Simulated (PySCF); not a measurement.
C₇H₇BF₂: full NMR table

- Formula: C7H7BF2
- SMILES: FC(F)C1=CC=CC=CB1
- Point group of the computed structure: C1
- Carbon signals: 7
- Proton signals: 7

Molfile (atoms numbered from 1):
```
C7H7BF2
     RDKit          3D

 17 17  0  0  0  0  0  0  0  0999 V2000
    2.7158    0.0313    1.7088 F   0  0  0  0  0  0  0  0  0  0  0  0
    2.4936   -0.0185    0.3725 C   0  0  0  0  0  0  0  0  0  0  0  0
    3.1344    1.0413   -0.1770 F   0  0  0  0  0  0  0  0  0  0  0  0
    1.0072   -0.0091    0.1113 C   0  0  0  0  0  0  0  0  0  0  0  0
    0.4884    1.0966   -0.5180 C   0  0  0  0  0  0  0  0  0  0  0  0
   -0.8598    1.3973   -0.8455 C   0  0  0  0  0  0  0  0  0  0  0  0
   -2.0119    0.6811   -0.6280 C   0  0  0  0  0  0  0  0  0  0  0  0
   -2.1970   -0.5881   -0.0160 C   0  0  0  0  0  0  0  0  0  0  0  0
   -1.2551   -1.4345    0.5168 C   0  0  0  0  0  0  0  0  0  0  0  0
    0.2554   -1.2470    0.6070 B   0  0  0  0  0  0  0  0  0  0  0  0
    2.9700   -0.9362   -0.0152 H   0  0  0  0  0  0  0  0  0  0  0  0
    1.2050    1.8705   -0.8139 H   0  0  0  0  0  0  0  0  0  0  0  0
   -0.9988    2.3605   -1.3469 H   0  0  0  0  0  0  0  0  0  0  0  0
   -2.9313    1.1596   -0.9809 H   0  0  0  0  0  0  0  0  0  0  0  0
   -3.2441   -0.9144    0.0179 H   0  0  0  0  0  0  0  0  0  0  0  0
   -1.6706   -2.3647    0.9237 H   0  0  0  0  0  0  0  0  0  0  0  0
    0.9162   -2.1425    1.0886 H   0  0  0  0  0  0  0  0  0  0  0  0
  1  2  1  0
  2  3  1  0
  2  4  1  0
  4  5  2  0
  5  6  1  0
  6  7  2  0
  7  8  1  0
  8  9  2  0
  9 10  1  0
 10  4  1  0
  2 11  1  0
  5 12  1  0
  6 13  1  0
  7 14  1  0
  8 15  1  0
  9 16  1  0
 10 17  1  0
M  END
```

Computed data (PySCF 2.14): PBE0-D3(BJ)/def2-SVP geometry, shielding tensors at PBE0/pcSseg-1 (GIAO). Fast rotation and ring inversion assumed for equivalent nuclei, a single conformation, gas phase, non-relativistic Hamiltonian.

δ = σ(ref) − σ, references computed at the same level: $^{1}$H and $^{13}$C against TMS; CFCl3 for $^{19}$F; BF3·OEt2 for $^{11}$B.

```tsv
carbon	δC, type	δH (multiplicity)	HMBC from (2–3 bonds)	span of the C tensor (ppm)
C2	120.1, CH	6.98 (m)	H12, H17	35
C4	166.8, C	–	H16, H12, H13, H11, H17	273
C5	149.9, CH	8.48 (m)	H13, H14, H11, H17	247
C6	142.7, CH	7.73 (m)	H12, H15, H14	232
C7	145.1, CH	7.70 (m)	H16, H12, H15, H13	232
C8	156.1, CH	8.23 (m)	H16, H13, H14, H17	249
C9	163.8, CH	8.64 (m)	H15, H14, H17	301
```

Other nuclei:
| atoms | nucleus | environment | δ (ppm) | σ (ppm) |
| --- | --- | --- | --- | --- |
| H17 | $^{1}$H | hydrogen on a boron bonded to 2 C, in a 7-membered ring | 6.53 | 24.74 |
| F1/F3 | $^{19}$F | fluorine of a CF2 group | -132.9 | 310.2 |
| B10 | $^{11}$B | boron bonded to 2 C, H, in a 7-membered ring | 45.3 | 55.4 |

δC 166.8: fully substituted alkene carbon. δC 163.8, 156.1, 149.9, 145.1, 142.7: alkene CH; the olefinic region. δC 120.1: allylic sp3 CH bonded to 2 F; 2 electronegative neighbours deshield it. δH 8.64, 8.48, 8.23, 7.73, 7.70: hydrogen on an alkene CH. δH 6.98: hydrogen on an allylic sp3 CH bonded to 2 F; its carbon carries F, hence the downfield position.

Hydrogens on boron are broadened and split by $^{11}$B (spin 3/2, 80 %) and 10B (spin 3). A carbon bonded to boron is broadened by the quadrupolar boron nucleus and is often missing from a measured spectrum. Splittings by $^{19}$F in the carbon and heteronuclear signals aren't shown, as no couplings were computed. Shifts are as computed. Against solution values, carbons near 30 ppm lie about +2 ppm off and those near 130 ppm about +5 ppm. Of 1309 compounds with measured shifts, 239 miss one by over three times the rms of a fit or turn the order of signals round; such compounds aren't used in these exercises. Unscaled 19F shifts against computed CFCl3 carry errors that often reach 10 to 50 ppm. Multiplicities follow the n + 1 count of equivalent neighbours, as no J values were calculated; m marks all less simple cases, F and P coupling included.
